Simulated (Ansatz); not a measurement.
Basis-set series for `CC1=CC(C(F)(F)F)=[O+][Ti-]([Cl])([Cl])([Cl])[O]1`. Total charge 0; spin multiplicity 1. The geometry is a stationary point of PBE0-D4/def2-TZVP.

Z-matrix (Å, degrees):
```
Ti
O 1 2.056
Cl 1 2.187 2 87.1
Cl 1 2.187 2 87.2 3 115.6
C 1 3.011 2 64.1 3 -122.0
C 1 3.046 2 17.5 3 -121.5
Cl 1 2.212 2 169.6 3 -121.7
O 1 1.925 2 80.4 3 -122.2
C 5 1.487 1 140.2 2 -179.7
C 5 1.386 1 97.8 2 0.4
C 6 1.536 1 143.8 2 0.2
H 9 1.093 5 109.0 1 -57.6
H 9 1.088 5 112.1 1 -179.5
H 9 1.093 5 109.0 1 58.7
H 10 1.078 5 120.3 1 179.8
F 11 1.329 6 109.9 1 -61.9
F 11 1.334 6 111.8 1 178.0
F 11 1.328 6 110.1 1 57.7
```

```json
{"functional": "PBE0-D4", "basis": "def2-SVP", "functions": "245", "energy (Eh)": "-2870.94318", "HOMO (eV)": "-8.26", "LUMO (eV)": "-3.53"}
{"functional": "PBE0-D4", "basis": "def2-TZVPP", "functions": "556", "energy (Eh)": "-2872.27819", "HOMO (eV)": "-8.33", "LUMO (eV)": "-3.52"}
{"functional": "ωB97M-V", "basis": "def2-SVP", "functions": "245", "energy (Eh)": "-2871.93108", "HOMO (eV)": "-10.32", "LUMO (eV)": "-1.44"}
{"functional": "ωB97M-V", "basis": "def2-TZVPP", "functions": "556", "energy (Eh)": "-2873.27745", "HOMO (eV)": "-10.44", "LUMO (eV)": "-1.48"}
```

Task: Give the rows for def2-QZVPP. (Estimate.)

Result: Ansatz gave: 
```csv
functional,basis,functions,energy (Eh),HOMO (eV),LUMO (eV)
PBE0-D4,def2-QZVPP,993,-2872.36684,-8.36,-3.54
ωB97M-V,def2-QZVPP,993,-2873.36072,-10.47,-1.52
```

Scalar relativity is left out up to krypton.
